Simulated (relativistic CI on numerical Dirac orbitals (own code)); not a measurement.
Nb+ (4d4) in a crystal field

Calculated by Dirac-Coulomb-Breit CI, orbitals from a KLI potential per configuration, QED by a radiative potential, valence Slater integrals scaled by 0.75, one configuration in a parametric crystal field (own radial code).

Field parameters in Wybourne normalisation: D4h B²₀ = −7Ds, B⁴₀ = 21(Dq − Dt), B⁴₄ = 21√(5/14) Dq. The field is a parameter set, without covalency.

S is read from ⟨S²⟩ = S(S + 1).

Powder χT (cm³ K mol⁻¹) by Van Vleck's formula, with temperature-independent terms:

| Field | 2 K | 5 K | 10 K | 20 K | 50 K | 100 K | 200 K | 300 K |
| --- | --- | --- | --- | --- | --- | --- | --- | --- |
| D4h, 10Dq = 16350, Ds = -1500, Dt = -220 cm⁻¹ | 0.078 | 0.195 | 0.389 | 0.7 | 0.973 | 1.04 | 1.08 | 1.11 |
| D4h, 10Dq = 16350, Ds = 3000, Dt = -220 cm⁻¹ | 0.000847 | 0.00212 | 0.00424 | 0.00847 | 0.0212 | 0.0424 | 0.0848 | 0.129 |
| D4h, 10Dq = 16350, Ds = 2590, Dt = -220 cm⁻¹ | 0.0028 | 0.00701 | 0.014 | 0.028 | 0.0701 | 0.14 | 0.295 | 0.481 |
| D4h, 10Dq = 16350, Ds = 2180, Dt = -220 cm⁻¹ | 0.0173 | 0.0432 | 0.0863 | 0.173 | 0.429 | 0.781 | 1.11 | 1.21 |
| D4h, 10Dq = 16350, Ds = 1770, Dt = -220 cm⁻¹ | 0.0338 | 0.0846 | 0.169 | 0.338 | 0.771 | 1.13 | 1.32 | 1.33 |
| D4h, 10Dq = 16350, Ds = 1360, Dt = -220 cm⁻¹ | 0.0459 | 0.115 | 0.229 | 0.455 | 0.934 | 1.24 | 1.37 | 1.36 |
| D4h, 10Dq = 16350, Ds = 950, Dt = -220 cm⁻¹ | 0.0526 | 0.132 | 0.263 | 0.517 | 1 | 1.29 | 1.39 | 1.38 |
| D4h, 10Dq = 16350, Ds = 550, Dt = -220 cm⁻¹ | 0.0531 | 0.133 | 0.266 | 0.523 | 1.02 | 1.31 | 1.41 | 1.41 |

Problem. For D4h, 10Dq = 16350, Ds = -1500, Dt = -220 cm⁻¹: what effective moment follows at 300 K?

Solution. μ_eff = √(8χT) = 2.98 μB. The ground level has S = 1.01; the spin-only moment for S = 1 is 2.83 μB. The difference comes from the orbital moment, spin-orbit mixing of terms and temperature-independent paramagnetism, all larger in this ionic model than in covalent complexes.
